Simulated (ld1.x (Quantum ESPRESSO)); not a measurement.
**Reading a pseudo-wave (Br (Z = 35))**

Columns: radius, all-electron u(r) and pseudo u(r) of the 4p shell (level -7.86 eV) of bromine in the configuration [Ar] 3d10 4s2 4p5; PBE, scalar-relativistic, ultrasoft scheme, ld1.x (Quantum ESPRESSO) 7.5.

```csv
r (bohr),all-electron,pseudo
0.090,0.2058,0.0078
0.180,0.0597,0.0308
0.270,-0.1843,0.0678
0.360,-0.3199,0.1169
0.450,-0.3273,0.1757
0.540,-0.2458,0.2412
0.630,-0.1175,0.3104
0.720,0.0274,0.3805
0.810,0.1702,0.4485
0.900,0.3009,0.5121
0.990,0.4143,0.5695
1.080,0.5091,0.6193
1.170,0.5858,0.6608
1.260,0.6454,0.6937
1.350,0.6895,0.7185
1.440,0.7201,0.7356
1.530,0.7389,0.7459
1.620,0.7477,0.7500
1.710,0.7480,0.7484
1.800,0.7416,0.7416
1.890,0.7296,0.7296
1.980,0.7133,0.7133
2.070,0.6936,0.6936
2.160,0.6714,0.6714
2.250,0.6474,0.6474
2.340,0.6222,0.6222
```

Q: How many radial nodes do the two functions have?

A: The all-electron 4p function has n − l − 1 = 2; the pseudo-wave has 0, since the states of the same l below it are removed with the core.

Q: At about which radius was the pseudo-wave matched?

A: 1.80 bohr, where the columns begin to agree (steps of 0.09 bohr).

Q: Is the pseudo-wave norm-conserving?

A: No, it belongs to an ultrasoft set: the norm inside the radius is not constrained, and the difference is carried by the augmentation charge.
